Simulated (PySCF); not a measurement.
C₅H₁₀OSi.
SMILES with atom numbers: `[CH2:1]=[C:2]([O:3][SiH3:4])[CH:5]1[CH2:6][CH2:7]1` (hydrogens: H8, H9 on C1; H10, H11, H12 on Si4; H13 on C5; H14, H15 on C6; H16, H17 on C7)

The same species was optimised twice, with GFN2-xTB and with PBE0-D3(BJ)/def2-SVP (PySCF), and the same property calculations (PySCF, gas phase) were run on both structures.

```tsv
coordinate	GFN2-xTB	PBE0-D3(BJ)/def2-SVP	change
O3–Si4 (Å)	1.624	1.681	+0.057
C1=C2 (Å)	1.327	1.342	+0.015
C2–C5 (Å)	1.484	1.487	+0.003
C2–O3 (Å)	1.354	1.357	+0.003
C5–C7 (Å)	1.505	1.507	+0.002
C5–C6 (Å)	1.505	1.506	+0.001
C6–C7 (Å)	1.492	1.491	-0.001
C2–O3–Si4 (°)	134.0	126.8	-7.2
O3–C2–C5 (°)	111.5	110.9	-0.6
C1–C2–C5 (°)	125.1	125.5	+0.4
C1–C2–O3 (°)	123.4	123.6	+0.2
C6–C5–C7 (°)	59.4	59.3	-0.1
C5–C6–C7 (°)	60.3	60.4	+0.1
C2–C5–C7 (°)	121.2	121.2	0.0
C5–C7–C6 (°)	60.3	60.3	0.0
C1–C2–O3–Si4 (°)	0	0	0
C1–C2–C5–C6 (°)	35	34	-1
```

Rotational constants: A = 6242, B = 1072, C = 996.2 MHz (GFN2-xTB) against A = 6279, B = 1067, C = 994.1 MHz (PBE0-D3(BJ)/def2-SVP). Point groups within 0.08 Å: Cs and Cs.

On the GFN2-xTB structure: lowest singlet, TDDFT (eV) 6.18 [CAM-B3LYP/def2-SVPD]; lowest triplet, Tamm–Dancoff (eV) 4.21 [CAM-B3LYP/def2-SVPD]; isotropic polarisability (au) 86.0 [CAM-B3LYP/def2-SVPD]; HOMO (eV) -7.89 [CAM-B3LYP/def2-SVPD]; LUMO (eV) 1.18 [CAM-B3LYP/def2-SVPD]; dipole (D) 0.35 [CAM-B3LYP/def2-SVPD].

**Question.** What do these properties become on the PBE0-D3(BJ)/def2-SVP structure?

**Answer.** 
```csv
property,level,on GFN2-xTB,on PBE0-D3(BJ)/def2-SVP,change
"lowest singlet, TDDFT (eV)",CAM-B3LYP/def2-SVPD,6.18,6.12,-0.06
"lowest triplet, Tamm–Dancoff (eV)",CAM-B3LYP/def2-SVPD,4.21,4.11,-0.10
isotropic polarisability (au),CAM-B3LYP/def2-SVPD,86.0,88.1,+2.1
HOMO (eV),CAM-B3LYP/def2-SVPD,-7.89,-7.84,+0.05
LUMO (eV),CAM-B3LYP/def2-SVPD,1.18,1.15,-0.03
dipole (D),CAM-B3LYP/def2-SVPD,0.35,0.23,-0.12
"energy, GFN2-xTB geometry as zero (kcal/mol)",CAM-B3LYP/def2-SVPD,0.0,-3.0,-3.0
```

The heavy atoms differ by 0.053 Å rms after alignment. Among bonds between heavy atoms O3–Si4 changes most (+0.057 Å). Changes are differences of the printed values. Neither structure is proved a minimum here.

Shape of the structure used: `[CH2:1]=[C:2]([O:3][SiH3:4])[CH:5]1[CH2:6][CH2:7]1`: C1–C2–O3–Si4 0°, C1–C2–C5–C6 34°.
